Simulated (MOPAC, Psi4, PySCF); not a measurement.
Interaction energy of H4Si ··· Cl2 (SMILES [SiH4] and ClCl). Monomers: optimised at B3LYP-D3(BJ) (def2-TZVP), held rigid. Orientation: a higher rigid-body minimum at GFN2-xTB. R is the distance of the centres of mass, along which the second monomer moves.

Geometry at R = 4.65 Å (first 5 atoms: monomer A):
```
7

Si     0.0000     0.0000     0.0000
H      0.6318     0.6582     1.1658
H     -0.6544     1.0213    -0.8486
H     -1.0120    -0.9724     0.4709
H      1.0346    -0.7071    -0.7881
Cl    -0.8553     2.9973     1.9963
Cl    -1.8879     4.6260     2.5752
```

- PM3, restricted, heats of formation (MOPAC)
- MP2/aug-cc-pVTZ = DF-MP2/aug-cc-pVTZ, frozen core, counterpoise-corrected run with Psi4
- PBE/def2-TZVP, counterpoise-corrected (Psi4)
- SCS-MP2/aug-cc-pVTZ = DF-SCS-MP2/aug-cc-pVTZ, frozen core, counterpoise-corrected (Psi4 1.11)
- RMP2/6-31G* = restricted MP2 (frozen core)/6-31G*, spherical d, no counterpoise correction (PySCF)

Interaction energies in kcal/mol (negative: bound); R is the distance of the centres of mass, d the H2···Cl6 distance.

```json
[
 {"R / Å": "4.03", "d / Å": "2.31", "PM3": "-0.96", "MP2/aug-cc-pVTZ": "1.26", "PBE/def2-TZVP": "0.61", "SCS-MP2/aug-cc-pVTZ": "2.58", "RMP2/6-31G*": "3.74"},
 {"R / Å": "4.24", "d / Å": "2.50", "PM3": "-0.88", "MP2/aug-cc-pVTZ": "-0.36", "PBE/def2-TZVP": "-0.30", "SCS-MP2/aug-cc-pVTZ": "0.55", "RMP2/6-31G*": "1.21"},
 {"R / Å": "4.44", "d / Å": "2.69", "PM3": "-0.52", "MP2/aug-cc-pVTZ": "-0.94", "PBE/def2-TZVP": "-0.59", "SCS-MP2/aug-cc-pVTZ": "-0.30", "RMP2/6-31G*": "0.09"},
 {"R / Å": "4.65", "d / Å": "2.89", "PM3": "-0.18", "MP2/aug-cc-pVTZ": "-1.07", "PBE/def2-TZVP": "-0.63", "SCS-MP2/aug-cc-pVTZ": "-0.61", "RMP2/6-31G*": "-0.39"},
 {"R / Å": "4.85", "d / Å": "3.09", "PM3": "0.01", "MP2/aug-cc-pVTZ": "-0.98", "PBE/def2-TZVP": "-0.56", "SCS-MP2/aug-cc-pVTZ": "-0.65", "RMP2/6-31G*": "-0.51"},
 {"R / Å": "5.08", "d / Å": "3.31", "PM3": "0.09", "MP2/aug-cc-pVTZ": "-0.81", "PBE/def2-TZVP": "-0.45", "SCS-MP2/aug-cc-pVTZ": "-0.58", "RMP2/6-31G*": "-0.49"},
 {"R / Å": "5.36", "d / Å": "3.58", "PM3": "0.10", "MP2/aug-cc-pVTZ": "-0.60", "PBE/def2-TZVP": "-0.32", "SCS-MP2/aug-cc-pVTZ": "-0.44", "RMP2/6-31G*": "-0.38"},
 {"R / Å": "5.66", "d / Å": "3.87", "PM3": "0.08", "MP2/aug-cc-pVTZ": "-0.42", "PBE/def2-TZVP": "-0.21", "SCS-MP2/aug-cc-pVTZ": "-0.32", "RMP2/6-31G*": "-0.27"},
 {"R / Å": "6.17", "d / Å": "4.37", "PM3": "0.04", "MP2/aug-cc-pVTZ": "-0.23", "PBE/def2-TZVP": "-0.09", "SCS-MP2/aug-cc-pVTZ": "-0.17", "RMP2/6-31G*": "-0.13"},
 {"R / Å": "6.82", "d / Å": "5.01", "PM3": "0.02", "MP2/aug-cc-pVTZ": "-0.11", "PBE/def2-TZVP": "-0.02", "SCS-MP2/aug-cc-pVTZ": "-0.08", "RMP2/6-31G*": "-0.05"},
 {"R / Å": "7.87", "d / Å": "6.04", "PM3": "0.01", "MP2/aug-cc-pVTZ": "-0.04", "PBE/def2-TZVP": "0.00", "SCS-MP2/aug-cc-pVTZ": "-0.03", "RMP2/6-31G*": "-0.02"},
 {"R / Å": "9.17", "d / Å": "7.33", "PM3": "0.01", "MP2/aug-cc-pVTZ": "-0.01", "PBE/def2-TZVP": "0.00", "SCS-MP2/aug-cc-pVTZ": "-0.01", "RMP2/6-31G*": "-0.01"}
]
```

Lowest grid point: PM3 -0.96 kcal/mol at R = 4.03 Å; MP2/aug-cc-pVTZ -1.07 kcal/mol at R = 4.65 Å; PBE/def2-TZVP -0.63 kcal/mol at R = 4.65 Å; SCS-MP2/aug-cc-pVTZ -0.65 kcal/mol at R = 4.85 Å; RMP2/6-31G* -0.51 kcal/mol at R = 4.85 Å.
